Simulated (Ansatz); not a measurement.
Consider the isomerisation: `C=C[SiH2][SiH2]C` → `[SiH3]CC1C[SiH2]1`.

Program: Ansatz. Geometries: PBE0-D4/def2-TZVP. ΔE: electronic, gas phase. CCSD(T)/CBS adds triple-zeta CCSD(T) − MP2 to the extrapolated MP2 energy (def2 sets, frozen cores). DFT in def2-TZVPP. One conformer a species, not always the lowest.

**Question.** Is it downhill or uphill in electronic energy at CCSD(T)/CBS, and by how much? (Best estimate.)

**Answer.** Ansatz gave: Uphill: ΔE = +80.9 kJ/mol.

**Question.** What do these levels give: ωB97X-V, ωB97M-V, B2PLYP, r2SCAN, PBE0, MP2/def2-TZVPP, SCS-MP2/def2-TZVPP, CCSD/def2-TZVPP, HF/def2-QZVPP, MP2/def2-QZVPP, HF/CBS(def2), CCSD/CBS(def2)? (An estimate is asked.)

**Answer.** Computed: ωB97X-V 72.4, ωB97M-V 71.5, B2PLYP 85.2, r2SCAN 76.5, PBE0 74.5, MP2/def2-TZVPP 65.3, SCS-MP2/def2-TZVPP 75.0, CCSD/def2-TZVPP 82.4, HF/def2-QZVPP 107.3, MP2/def2-QZVPP 65.3, HF/CBS(def2) 107.2, CCSD/CBS(def2) 82.7 kJ/mol.

Largest T1 diagnostic among the species: 0.012.

In def2-TZVPP, CCSD(T) changes the Hartree–Fock value by −27.1 kJ/mol (the triples alone add −1.8 kJ/mol) and MP2 by −42.5 kJ/mol. From PBE to PBE0 (25 % exact exchange), in def2-TZVPP and without D4, ΔE moves by −4.1 kJ/mol. The D4 term adds −3.6 kJ/mol with B3LYP and −1.6 kJ/mol with PBE0; it sums over pairs of atoms, weighted by their polarisabilities, and B3LYP, whose exchange is more repulsive, gets the larger term.

B3LYP here is the variant with VWN-RPA as its local correlation; programs differ in this.
